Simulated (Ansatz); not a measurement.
The lowest singlet and triplet of CH3N (SMILES [CH]N); geometries from B3LYP-D3(BJ)/def2-TZVP, each state relaxed from the structure named, with no frequency check.
Singlet at the triplet's geometry (charge 0, multiplicity 1):
```xyz
5

C      0.72129    -0.14709     0.27833
N     -0.53943     0.10456    -0.18434
H      1.62711    -0.11365    -0.32757
H     -0.99559     0.94231     0.15896
H     -1.18326    -0.67809    -0.21101
```

| level | gap E(singlet) − E(triplet), vertical, at the triplet's geometry (kJ/mol) | cost |
|---|---|---|
| R-HF/cc-pVDZ | 212.0 | - |
| R-HF/cc-pVTZ | 203.3 | - |
| R-HF/cc-pVQZ | 200.6 | - |
| R-SVWN5/def2-TZVPP | 139.9 | ×0.4 |
| R-PBE/def2-TZVPP | 158.2 | ×1 |
| U-PBE/def2-TZVPP (spin-contaminated) | 37.3 | ×1 |
| R-r2SCAN/def2-TZVPP | 193.5 | ×1 |
| U-r2SCAN/def2-TZVPP (spin-contaminated) | 41.0 | ×1 |
| R-B3LYP/def2-TZVPP | 153.8 | ×1 |
| U-B3LYP/def2-TZVPP (spin-contaminated) | 37.7 | ×1 |
| U-PBE0/def2-TZVPP (spin-contaminated) | 44.0 | ×1 |
| R-BHLYP/def2-TZVPP | 155.4 | ×0.5 |
| U-BHLYP/def2-TZVPP (spin-contaminated) | 43.8 | ×1 |
| R-wB97X-V/def2-TZVPP | 143.9 | ×2 |
| U-wB97X-V/def2-TZVPP (spin-contaminated) | 42.6 | ×6 |
| R-wB97M-V/def2-TZVPP | 136.4 | ×3 |
| U-wB97M-V/def2-TZVPP (spin-contaminated) | 50.8 | ×3 |
| R-B2PLYP/def2-TZVPP | 155.4 | ×0.6 |
| U-B2PLYP/def2-TZVPP (spin-contaminated) | 44.2 | ×2 |
| R-MP2/cc-pVDZ | 182.8 | - |
| R-SCS-MP2/cc-pVTZ | 140.7 | - |
| R-SCS-MP2/cc-pVQZ | 131.9 | - |
| R-CCSD/cc-pVDZ | 163.7 | - |
| R-CCSD/cc-pVTZ | 147.2 | - |
| R-CCSD/cc-pVQZ | 142.1 | - |
| R-CCSD(T)/cc-pVDZ | 157.1 | ×0.2 |
| R-CCSD(T)/cc-pVTZ | 141.4 | ×1 |
| R-CCSD(T)/cc-pVQZ | 136.4 | ×60 |
| R-CCSDT/cc-pVDZ | 137.1 | - |
| R-CCSDT(Q)/cc-pVDZ | 130.8 | ×7 |
| SA-CASSCF(2,2)/cc-pVDZ | 138.4 | - |
| SA-CASSCF(2,2)/cc-pVTZ | 127.4 | - |
| SA-CASSCF(2,2)/cc-pVQZ | 124.7 | - |
| SC-NEVPT2 on SA-CASSCF(2,2)/cc-pVDZ | 137.0 | - |
| SC-NEVPT2 on SA-CASSCF(2,2)/cc-pVTZ | 120.3 | - |
| SC-NEVPT2 on SA-CASSCF(2,2)/cc-pVQZ | 115.2 | - |
| FIC-NEVPT4(SD) on SA-CASSCF(2,2)/cc-pVDZ | 135.7 | - |
| FIC-NEVPT4(SD) on SA-CASSCF(2,2)/cc-pVTZ | 119.8 | - |
| FIC-MRCISD+Q on SA-CASSCF(2,2)/cc-pVDZ | 135.3 | - |
| FIC-MRCISD+Q on SA-CASSCF(2,2)/cc-pVTZ | 119.6 | - |

The rows run from 37.3 (U-PBE/def2-TZVPP (spin-contaminated)) to 212.0 kJ/mol (R-HF/cc-pVDZ). In cc-pVQZ the value moves R-HF 200.6, R-CCSD 142.1, R-CCSD(T) 136.4, a shift of -64.2 from R-HF to R-CCSD(T). From cc-pVDZ to cc-pVQZ R-CCSD(T) changes by -20.7. The 8 R-functionals in def2-TZVPP without D3 or D4 span 57.1, from R-wB97M-V to R-r2SCAN.

A positive gap puts the triplet lower; no zero-point energy. R- takes a restricted singlet. U- takes an unrestricted singlet (broken symmetry where lower, unprojected). The triplet is unrestricted in single-reference levels. Active spaces average the two states.

Correlated levels freeze the cores.

Doubts at one or more of the structures used: a restricted determinant that unrestricted orbitals would lower (R-HF/cc-pVDZ, R-HF/cc-pVTZ, R-HF/cc-pVQZ, R-SVWN5/def2-TZVPP, R-PBE/def2-TZVPP, R-r2SCAN/def2-TZVPP, R-B3LYP/def2-TZVPP, R-BHLYP/def2-TZVPP, R-wB97X-V/def2-TZVPP, R-wB97M-V/def2-TZVPP, R-B2PLYP/def2-TZVPP, R-MP2/cc-pVDZ, R-SCS-MP2/cc-pVTZ, R-SCS-MP2/cc-pVQZ, R-CCSD/cc-pVDZ, R-CCSD/cc-pVTZ, R-CCSD/cc-pVQZ, R-CCSD(T)/cc-pVDZ, R-CCSD(T)/cc-pVTZ, R-CCSD(T)/cc-pVQZ, R-CCSDT/cc-pVDZ, R-CCSDT(Q)/cc-pVDZ); other coupled-cluster roots lie near (R-CCSDT/cc-pVDZ, R-CCSDT(Q)/cc-pVDZ).

The values were computed with Ansatz (an electronic-structure program). 

Costs are rough ratios of core time to R-PBE/def2-TZVPP (about 8 s over the structures, on one shared machine); a dash marks a level with no comparable run of its own.
